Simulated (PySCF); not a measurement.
Compound: C₆H₃F₃O.
SMILES with atom numbers: `[F:1][C:2]([F:3])=[C:4]([F:5])[c:6]1[cH:7][cH:8][cH:9][o:10]1` (hydrogens: H11 on C7; H12 on C8; H13 on C9)

The same species was optimised twice, with GFN2-xTB and with PBE0-D3(BJ)/def2-SVP (PySCF), and the same property calculations (PySCF, gas phase) were run on both structures.

```json
{"coordinate": "F1–C2 (Å)", "GFN2-xTB": "1.324", "PBE0-D3(BJ)/def2-SVP": "1.306", "change": "-0.018"}
{"coordinate": "C2–F3 (Å)", "GFN2-xTB": "1.324", "PBE0-D3(BJ)/def2-SVP": "1.307", "change": "-0.017"}
{"coordinate": "C7–C8 (Å)", "GFN2-xTB": "1.410", "PBE0-D3(BJ)/def2-SVP": "1.427", "change": "+0.017"}
{"coordinate": "C4–F5 (Å)", "GFN2-xTB": "1.347", "PBE0-D3(BJ)/def2-SVP": "1.334", "change": "-0.013"}
{"coordinate": "C9–O10 (Å)", "GFN2-xTB": "1.340", "PBE0-D3(BJ)/def2-SVP": "1.350", "change": "+0.010"}
{"coordinate": "C6–C7 (Å)", "GFN2-xTB": "1.375", "PBE0-D3(BJ)/def2-SVP": "1.371", "change": "-0.004"}
{"coordinate": "C2=C4 (Å)", "GFN2-xTB": "1.338", "PBE0-D3(BJ)/def2-SVP": "1.341", "change": "+0.003"}
{"coordinate": "C4–C6 (Å)", "GFN2-xTB": "1.442", "PBE0-D3(BJ)/def2-SVP": "1.444", "change": "+0.002"}
{"coordinate": "C6–O10 (Å)", "GFN2-xTB": "1.350", "PBE0-D3(BJ)/def2-SVP": "1.349", "change": "-0.001"}
{"coordinate": "C8–C9 (Å)", "GFN2-xTB": "1.363", "PBE0-D3(BJ)/def2-SVP": "1.363", "change": "0.000"}
{"coordinate": "F1–C2–F3 (°)", "GFN2-xTB": "111.0", "PBE0-D3(BJ)/def2-SVP": "112.6", "change": "+1.6"}
{"coordinate": "F3–C2–C4 (°)", "GFN2-xTB": "124.9", "PBE0-D3(BJ)/def2-SVP": "123.4", "change": "-1.5"}
{"coordinate": "C2–C4–C6 (°)", "GFN2-xTB": "126.8", "PBE0-D3(BJ)/def2-SVP": "127.6", "change": "+0.8"}
{"coordinate": "F5–C4–C6 (°)", "GFN2-xTB": "115.1", "PBE0-D3(BJ)/def2-SVP": "114.4", "change": "-0.7"}
{"coordinate": "C4–C6–O10 (°)", "GFN2-xTB": "120.1", "PBE0-D3(BJ)/def2-SVP": "119.5", "change": "-0.6"}
{"coordinate": "C8–C9–O10 (°)", "GFN2-xTB": "111.0", "PBE0-D3(BJ)/def2-SVP": "110.4", "change": "-0.6"}
{"coordinate": "C6–O10–C9 (°)", "GFN2-xTB": "107.0", "PBE0-D3(BJ)/def2-SVP": "107.4", "change": "+0.4"}
{"coordinate": "C4–C6–C7 (°)", "GFN2-xTB": "129.7", "PBE0-D3(BJ)/def2-SVP": "130.1", "change": "+0.4"}
{"coordinate": "C2–C4–C6–C7 (°)", "GFN2-xTB": "180", "PBE0-D3(BJ)/def2-SVP": "179", "change": "-1"}
```

Rotational constants: A = 2862, B = 930.3, C = 702.1 MHz (GFN2-xTB) against A = 2893, B = 929.4, C = 703.4 MHz (PBE0-D3(BJ)/def2-SVP).

On the GFN2-xTB structure: lowest singlet, TDDFT (eV) 5.14 [CAM-B3LYP/def2-SVPD]; lowest triplet, Tamm–Dancoff (eV) 3.02 [CAM-B3LYP/def2-SVPD]; isotropic polarisability (au) 78.3 [CAM-B3LYP/def2-SVPD]; HOMO (eV) -7.70 [CAM-B3LYP/def2-SVPD]; LUMO (eV) -0.07 [CAM-B3LYP/def2-SVPD]; dipole (D) 2.47 [CAM-B3LYP/def2-SVPD]; HOMO (eV) -6.39 [PBE0/pcSseg-1]; LUMO (eV) -1.01 [PBE0/pcSseg-1]; dipole (D) 2.22 [PBE0/pcSseg-1]; GIAO shielding of F1 (ppm) 286.0 [PBE0/pcSseg-1]; GIAO shielding of C2 (ppm) 19.4 [PBE0/pcSseg-1]; GIAO shielding of F3 (ppm) 273.9 [PBE0/pcSseg-1]; GIAO shielding of C4 (ppm) 52.9 [PBE0/pcSseg-1]; GIAO shielding of F5 (ppm) 381.0 [PBE0/pcSseg-1]; GIAO shielding of C6 (ppm) 37.9 [PBE0/pcSseg-1]; GIAO shielding of C7 (ppm) 70.4 [PBE0/pcSseg-1]; GIAO shielding of C8 (ppm) 68.2 [PBE0/pcSseg-1].

Question: What do these properties become on the PBE0-D3(BJ)/def2-SVP structure?

Answer: 
```
                                    property                level  on GFN2-xTB  on PBE0-D3(BJ)/def2-SVP  change
                  lowest singlet, TDDFT (eV)  CAM-B3LYP/def2-SVPD         5.14                     5.18   +0.04
           lowest triplet, Tamm–Dancoff (eV)  CAM-B3LYP/def2-SVPD         3.02                     3.06   +0.04
               isotropic polarisability (au)  CAM-B3LYP/def2-SVPD         78.3                     78.4    +0.1
                                   HOMO (eV)  CAM-B3LYP/def2-SVPD        -7.70                    -7.65   +0.05
                                   LUMO (eV)  CAM-B3LYP/def2-SVPD        -0.07                     0.01   +0.08
                                  dipole (D)  CAM-B3LYP/def2-SVPD         2.47                     2.22   -0.25
energy, GFN2-xTB geometry as zero (kcal/mol)  CAM-B3LYP/def2-SVPD          0.0                     -0.9    -0.9
                                   HOMO (eV)        PBE0/pcSseg-1        -6.39                    -6.35   +0.04
                                   LUMO (eV)        PBE0/pcSseg-1        -1.01                    -0.93   +0.08
                                  dipole (D)        PBE0/pcSseg-1         2.22                     1.98   -0.24
energy, GFN2-xTB geometry as zero (kcal/mol)        PBE0/pcSseg-1          0.0                     -0.7    -0.7
                  GIAO shielding of F1 (ppm)        PBE0/pcSseg-1        286.0                    291.8    +5.8
                  GIAO shielding of C2 (ppm)        PBE0/pcSseg-1         19.4                     22.9    +3.5
                  GIAO shielding of F3 (ppm)        PBE0/pcSseg-1        273.9                    280.1    +6.2
                  GIAO shielding of C4 (ppm)        PBE0/pcSseg-1         52.9                     54.3    +1.4
                  GIAO shielding of F5 (ppm)        PBE0/pcSseg-1        381.0                    383.8    +2.8
                  GIAO shielding of C6 (ppm)        PBE0/pcSseg-1         37.9                     37.4    -0.5
                  GIAO shielding of C7 (ppm)        PBE0/pcSseg-1         70.4                     70.8    +0.4
                  GIAO shielding of C8 (ppm)        PBE0/pcSseg-1         68.2                     67.0    -1.2
```

The heavy atoms differ by 0.019 Å rms after alignment. Among bonds between heavy atoms F1–C2, C2–F3 and C7–C8 change most and about equally (-0.018 to +0.017 Å). Changes are differences of the printed values. Neither structure is proved a minimum here.

The values belong to the conformer `[F:1][C:2]([F:3])=[C:4]([F:5])[c:6]1[cH:7][cH:8][cH:9][o:10]1`: C2–C4–C6–C7 179°.
